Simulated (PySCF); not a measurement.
Labels have come off several samples. The candidates:

A. `C[C@@H]([SiH2]P)C(=O)C=O`
B. SMILES CC(=O)/C=C\O[SiH2]P
C. SMILES C=C1[SiH2][C@H]1C(Cl)(Cl)Cl
D. `InChI=1S/C5H9FOSi2/c6-5-4(3-7)8-1-2-9-5/h1-5H,8-9H2/t4-,5+/m0/s1`

Spectrum 1. 13C{1H} NMR (computed): δ 206.5 (CH), 165.7 (CH), 136.5 (CH), 85.8 (CH), 53.3 (CH).

Spectrum 2. 13C{1H} NMR (computed): δ 207.7 (C), 200.0 (CH), 39.4 (CH), 11.7 (CH3).

Spectrum 3. 13C{1H} NMR (computed): δ 195.8 (C), 155.8 (CH), 113.3 (CH), 34.3 (CH3).

Spectrum 4. 13C{1H} NMR (computed): δ 146.0 (C), 139.1 (CH2), 124.1 (C), 41.9 (CH).

Calculated, not measured (PySCF): geometry from GFN2-xTB, shielding tensors at PBE0/pcSseg-1 (GIAO). Non-relativistic Hamiltonian, no solvent, a single conformation, averaged over atoms made equivalent by symmetry, fast rotation or ring inversion.

Shifts are taken against calculated references (same method and geometry level): 13C vs TMS. Splittings of carbon signals by F and P are missing where no couplings were computed. Shifts are as computed. Against solution values, carbons near 30 ppm lie about +3 ppm off and those near 130 ppm about +5 ppm; carbons on Cl a further +6 ppm. Of 1309 compounds with measured shifts, 239 miss one by over three times the rms of a fit or turn the order of signals round; such compounds aren't used in these exercises. Carbons bonded to Cl come out too deshielded.

Which spectrum belongs to which compound?

## Answers

1–D, 2–A, 3–B, 4–C.

- Spectrum 1 (D): 5 13C signals; δC 206.5 is an aldehyde carbonyl carbon; δC 136.5 is an alkene CH.
- Spectrum 2 (A): 4 13C signals; δC 207.7 is a ketone carbonyl carbon; δC 200.0 is an aldehyde carbonyl carbon.
- Spectrum 3 (B): 4 13C signals; δC 195.8 is a ketone carbonyl carbon; δC 155.8 is an alkene carbon bearing oxygen.
- Spectrum 4 (C): 4 13C signals; δC 146.0 is a fully substituted alkene carbon; δC 139.1 is a terminal =CH2 carbon.
